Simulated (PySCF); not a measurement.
## Kr²⁺ (krypton, charge +2) across methods

[Ar] 3d10 4s2 4p3 5s1, high-spin 5S determinant (an excited configuration). Computed with PySCF 2.14 in aug-cc-pVQZ-DK, with the spin-free X2C one-electron Hamiltonian (Gaussian nucleus). The B2PLYP total includes its PT2 part (frozen core); its orbital energies are those of the SCF part.

```csv
method,E (hartree),mean ε 4s β (eV),mean ε 4p α (eV),mean ε 5s α (eV),Σ⟨r²⟩ (bohr²),⟨S²⟩
B2PLYP,-2787.541,-51.583,-40.302,-16.260,36.30,6.000
PBE,-2787.616,-48.769,-36.863,-15.226,35.83,6.000
PBE0,-2787.672,-50.200,-38.729,-15.812,35.98,6.000
UHF,-2786.21600,-52.891,-43.442,-17.199,36.89,6.001
LDA,-2784.074,-49.288,-36.893,-15.453,35.64,6.000
wB97X,-2788.020,-53.446,-41.136,-17.284,36.18,6.000
r2SCAN,-2787.931,-48.963,-37.666,-15.199,36.25,6.000
M06,-2787.985,-51.096,-38.594,-15.679,35.91,6.000
```

Estimate the same row for HSE06.

E (hartree) = -2787.660; mean ε 4s β (eV) = -49.982; mean ε 4p α (eV) = -38.258; mean ε 5s α (eV) = -15.503; Σ⟨r²⟩ (bohr²) = 35.95; ⟨S²⟩ = 6.000.

The outer electron is Rydberg-like, and this basis confines it to a smaller radius and binds it less than a complete one would.
